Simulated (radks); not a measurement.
The numbers below are computed, except where a source is named.
Q: These are the eigenvalues of the occupied orbitals of an atom or ion with whole-number occupations (eV). Code: a radial shooting solver on a logarithmic mesh with Libxc functionals. Model: non-relativistic Kohn-Sham, RPBE, spin-unpolarised, spherical densities, point nucleus.

1s: -6392.682
2s: -750.4187
2p: -645.5422
3s: -101.9750
3p: -72.0110
3d: -24.3753

Which element is it, and in what charge state? The configuration may be excited.

A: Z = 25, manganese, charge +2: Mn2+ in [Ar] 3d5. The list shows which subshells hold electrons but not how many an open one holds; the 1s level, -234.93 hartree, gives Z - s = 21.7 by -(Z - s)^2/2, which with screening narrows Z to a few neighbours, and the depths of the outer levels then fix element, charge and occupations together.
